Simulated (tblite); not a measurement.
Compound: C₃H₈OSi.
Atom-mapped SMILES: `[SiH3:1][O:2][CH:3]1[CH2:4][CH2:5]1` (hydrogens: H6, H7, H8 on Si1; H9 on C3; H10, H11 on C4; H12, H13 on C5)

Geometry (GFN2-xTB, Å), atoms numbered from 1 in this order:
```xyz
13
C3H8OSi angstrom
Si     1.9517    0.9233    0.4344
O      0.7365   -0.0862    0.7969
C     -0.1701   -0.7236   -0.0229
C     -1.5727   -0.8867    0.4695
C     -1.2752    0.0622   -0.6578
H      2.3651    1.2760    1.7822
H      1.4910    2.0714   -0.3525
H      2.9927    0.2390   -0.3373
H      0.2752   -1.5308   -0.5978
H     -1.8070   -0.4568    1.4306
H     -2.0915   -1.8081    0.2546
H     -1.5880   -0.1970   -1.6570
H     -1.3120    1.1178   -0.4392
```

Computed values, GFN2-xTB/tblite, gas phase, harmonic and unscaled. The method is semi-empirical: single wavenumbers can be off by several per cent or more. Modes of hydrogen on silicon can be 10 to 20 % off. One conformer, not necessarily the lowest.

Harmonic wavenumbers (cm⁻¹): 39.6, 119.5, 151.1, 363.4, 415.3, 606.0, 626.1, 730.4, 748.1, 796.4, 804.3, 840.3, 851.7, 949.7, 980.9, 1034.2, 1062.1, 1078.2, 1085.8, 1150.5, 1192.7, 1266.9, 1355.7, 1419.6, 1472.2, 2215.0, 2249.1, 2349.4, 2986.6, 3091.2, 3093.2, 3105.3, 3121.5.

A = 12287, B = 2167, C = 2024 MHz; mass 88.034 u (most abundant isotopes); point group C1, symmetry number 1.

Question: What is the zero-point energy?

Answer: Half the sum of the wavenumbers: 21676 cm⁻¹ = 61.98 kcal/mol.

Question: Entropy at 298.15 K, 1 bar (ideal gas, RRHO, classical rotation)?

Answer: Translation 39.36, rotation 26.19, vibration 15.88: S = 81.4 cal/(mol K).

Question: And Cp and H(298.15 K) − H(0)?

Answer: Cp = 25.73 cal/(mol K), of which vibrations give 17.78 (their classical limit is 33 R = 65.6); H(298.15 K) − H(0) = 4.82 kcal/mol without the zero-point energy, 2.45 from vibrations.

Question: How do the functions run with temperature in this model?

Answer: 
| T (K) | S (cal/(mol K)) | Cp (cal/(mol K)) | H − H(0) (kcal/mol) | G − H(0) (kcal/mol) | ln q(vib) |
| --- | --- | --- | --- | --- | --- |
| 100 | 62.0 | 13.3 | 1.08 | -5.12 | 1.16 |
| 200 | 72.7 | 18.5 | 2.65 | -11.89 | 2.53 |
| 300 | 81.6 | 25.9 | 4.86 | -19.61 | 3.89 |
| 500 | 98.1 | 39.0 | 11.43 | -37.61 | 6.79 |
| 800 | 119.3 | 51.0 | 25.10 | -70.32 | 11.29 |
| 1000 | 131.2 | 56.1 | 35.83 | -95.39 | 14.17 |

q(vib) and H(0) count from the zero-point level.

Question: What must be added to the electronic energy to get the Gibbs energy at 298.15 K and 1 bar?

Answer: ZPE + [H(298.15 K) − H(0)] − T·S = 61.98 + 4.82 − 24.28 = 42.52 kcal/mol.

Question: Which modes carry the vibrational entropy at 298.15 K?

Answer: 39.6 cm⁻¹: 5.28; 119.5 cm⁻¹: 3.11; 151.1 cm⁻¹: 2.66; 363.4 cm⁻¹: 1.11; 415.3 cm⁻¹: 0.91; 606.0 cm⁻¹: 0.44 cal/(mol K); the other 27 give 2.37 together.

Hindered rotation and anharmonicity are outside this model. Other conformers, if any are populated, would add a mixing term that is left out. The structure is chiral; the term R ln 2 for an equal mix with its mirror image is left out.
